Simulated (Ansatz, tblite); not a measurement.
Isomers of Si$_{2}$Ge$_{3}$ (singlet), found by a short tight-binding search and relaxed with PBE-D4/def2-SVP in Ansatz.

The xTB rows come from tblite. LC-ωPBE has ω = 0.4 bohr⁻¹. Correlated methods freeze 37 core orbitals; core or outer-core shells of Ge are correlated, in sets that lack core-valence functions.

Run but left out: HF/def2-SVP (A: restricted singlet, unstable towards broken spin symmetry); B2PLYP/def2-TZVP (B: restricted singlet, unstable in another Hartree–Fock run and untested here); B2PLYP/def2-TZVP (C: restricted singlet, unstable in another Hartree–Fock run and untested here).

A: At CCSD(T)/def2-SVP T1 of the charge 0 singlet is large (up to 0.022), so the single-reference result is doubtful. At CCSD(T)/def2-SVP the restricted singlet (for correlated methods, its reference) is unstable: a solution with broken spin symmetry lies lower. B: The restricted singlet is unstable towards broken spin symmetry in Hartree–Fock (as tested in another run); at PBE-D4/def2-TZVP, r2SCAN-D4/def2-TZVP, PBE0-D4/def2-TZVP, LC-ωPBE/def2-TZVP this wasn't settled. At CCSD(T)/def2-SVP T1 of the charge 0 singlet is large (up to 0.021), so the single-reference result is doubtful. At CCSD(T)/def2-SVP the restricted singlet (for correlated methods, its reference) is unstable: a solution with broken spin symmetry lies lower. C: The restricted singlet is unstable towards broken spin symmetry in Hartree–Fock (as tested in another run); at PBE-D4/def2-TZVP, r2SCAN-D4/def2-TZVP, PBE0-D4/def2-TZVP, LC-ωPBE/def2-TZVP this wasn't settled. At CCSD(T)/def2-SVP T1 of the charge 0 singlet is large (up to 0.022), so the single-reference result is doubtful. At CCSD(T)/def2-SVP the restricted singlet (for correlated methods, its reference) is unstable: a solution with broken spin symmetry lies lower.

Other spin states were run for one of them alone.

A:

```
atom    x (Å)    y (Å)    z (Å)
 Si1   0.6054   0.0982   1.1778
 Si2  -0.8991  -0.6598  -0.7233
 Ge3  -0.5628   1.6763  -1.0083
 Ge4   1.7368   0.6460  -0.8426
 Ge5  -0.8803  -1.7607   1.3964
```

B:

Cartesian coordinates in Å:
```
Si 1.713 0.909 -0.410
Si 1.454 -1.091 0.818
Ge -0.404 1.176 0.645
Ge -0.353 -1.134 -0.724
Ge -2.410 0.140 -0.329
```

C:

```xyz
5

Si    1.1746    0.0864   -0.2976
Si    0.5069    2.0735    0.5384
Ge   -1.4064   -0.3931   -0.7853
Ge    0.5226   -2.0276   -1.0222
Ge   -0.7978    0.2609    1.5667
```

Question: Estimate their order by electronic energy at PBE0-D4/def2-TZVP, counted from the lowest.

Answer: A (0.00) < C (0.07) < B (0.29), in eV.

Question: Do the other levels pick the same lowest one?

Answer: Not GFN1-xTB, GFN2-xTB, MP2/def2-SVP, CCSD/def2-SVP, CCSD(T)/def2-SVP. Energies above each level's lowest (eV):

```
              level     A     B     C
           GFN1-xTB  0.12  0.00  0.02
           GFN2-xTB  0.10  0.01  0.00
   PBE-D4/def2-TZVP  0.00  0.30  0.07
r2SCAN-D4/def2-TZVP  0.00  0.27  0.05
  PBE0-D4/def2-TZVP  0.00  0.29  0.07
  LC-ωPBE/def2-TZVP  0.00  0.29  0.07
       MP2/def2-SVP  0.03  0.12  0.00
      CCSD/def2-SVP  0.04  0.17  0.00
   CCSD(T)/def2-SVP  0.05  0.17  0.00
```
Point groups (tolerance 0.1 Å): A C2, B C2, C not assigned. Lower isomers may exist.
